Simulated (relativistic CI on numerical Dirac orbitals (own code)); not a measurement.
V³⁺ in a cubic cluster: L2,3 absorption with charge transfer

Computed with a charge-transfer multiplet model of a cubic metal-ligand cluster with up to one ligand hole, Slater and spin-orbit integrals from Dirac-Coulomb-Breit ions, Slater integrals scaled by 0.8. The ground state mixes d2 with configurations of k ligand holes L, whose averages lie at kΔ + k(k − 1)U_dd/2; a core hole lowers each added d electron by U_cd. 300 K, Lorentzian 0.4 eV and Gaussian 0.3 eV FWHM.

Atomic integrals in eV (Slater integrals scaled, ζ unscaled), ground: F2dd 8.057, F4dd 5.049, zeta_d 0.024; with the core hole: F2dd 8.721, F4dd 5.468, zeta_d 0.036, zeta_core 4.610, F2cd 4.876, G1cd 3.590, G3cd 2.038.

Cluster parameters (eV): Δ = 5.3, U_cd = 7.8, 10Dq = 0.8, 10Dq(ligand) = 0.1, V(eg) = 2.6, V(t2g) = -1.14, final-state hopping factor = 1.

| Case | n_d | d2 | d3L | S |
| --- | --- | --- | --- | --- |
| U_dd = 5.6 eV | 2.28 | 0.72 | 0.28 | 1.00 |
| U_dd = 6.3 eV | 2.28 | 0.72 | 0.28 | 1.00 |
| U_dd = 7 eV | 2.28 | 0.72 | 0.28 | 1.00 |

Weights, n_d and S are thermal averages at 300 K. Photon energies count from the first peak over 30 % of the highest in each spectrum, which can be another peak from case to case. The parameters are a model scan and need not match a compound or its usual spin state. Peaks in eV (height, largest 100):
- U_dd = 5.6 eV: -3.1 (7), 0.0 (100), 1.4 (35), 3.3 (21), 3.8 (20), 6.1 (46), 7.7 (52)
- U_dd = 6.3 eV: -3.2 (7), 0.0 (100), 1.3 (35), 3.3 (21), 3.8 (19), 6.1 (45), 7.7 (51)
- U_dd = 7 eV: -3.2 (7), 0.0 (100), 1.4 (35), 3.4 (21), 3.8 (19), 6.0 (44), 7.7 (51)

For the case U_dd = 6.3 eV, Δ = 5.3 eV is smaller than U_dd = 6.3 eV, the charge-transfer side of the Zaanen-Sawatzky-Allen scheme. With the core hole the configuration with one ligand hole lies at Δ + U_dd − U_cd = 3.1, 3.8, 4.5 eV from the one without, in the order of the table; where this is negative the screened configuration lies lower, though the effective hopping of about 5.5 eV (from the holes of the mixed ground state) mixes the two strongly wherever it is as large as the gap.

With at most 1 ligand hole the space is cut while the next configuration still counts, so covalency is underestimated, and a final configuration with one more ligand hole, which can lie low, is missing from the spectra.
